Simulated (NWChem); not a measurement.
Species: MgH₂Se; SMILES [MgH][SeH]

```xyz
4

Mg     0.0170    -1.7548     0.0000
H      0.0284    -3.4570     0.0000
Se     0.0359     0.7012     0.0000
H     -1.4521     0.6750     0.0000
```
Atoms are numbered in this order, from 1.

Computed with NWChem. The geometry was optimised at PBE-D3(BJ)/def2-SVP. Total energies compare along this basis series because the functional is fixed.

```tsv
level	basis functions	energy (Ha)	highest occupied level (eV)	orbital gap (eV)	dipole (D)	relative time
PBE0/def2-SVP	60	-2602.1001	-6.66	5.82	1.06	1
PBE0/def2-SVPD	78	-2602.1039	-6.76	5.76	1.14	1
PBE0/def2-TZVP	92	-2602.4659	-6.75	5.79	1.12	3
PBE0/def2-TZVPP	108	-2602.4666	-6.76	5.79	1.11	4
PBE0/def2-QZVP	186	-2602.5262	-6.77	5.73	1.14	8
```

Relative times are rough (shared machine, one core).
